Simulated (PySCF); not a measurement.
## How methods differ on the ionisation energy of Si(2+)

Si(2+) [Ne] 3s2 (1S) → Si(3+) [Ne] 3s1 (2S), as a difference of total energies. Computed with PySCF 2.14 in def2-TZVPPD, with the non-relativistic Hamiltonian (point nucleus). Correlated levels: valence and next inner shell: 1s2 frozen. The calculations carry no spin-orbit coupling.

```json
{"method": "UHF", "ionisation energy (eV)": "31.978"}
{"method": "MP2 (valence and next inner shell)", "ionisation energy (eV)": "33.073"}
{"method": "SCS-MP2 (valence and next inner shell)", "ionisation energy (eV)": "33.197"}
{"method": "CCSD (valence and next inner shell)", "ionisation energy (eV)": "33.318"}
{"method": "CCSD(T) (valence and next inner shell)", "ionisation energy (eV)": "33.350"}
```

Errors of the correlated levels include the incompleteness of this basis and the frozen core.

Task: Which method comes closest to the reference value, and which is furthest?

Result: The reference is 33.493 eV (measured; NIST Atomic Spectra Database, ionization energies). Closest: CCSD(T) (valence and next inner shell) (error -0.143 eV); furthest: UHF (error -1.515 eV).
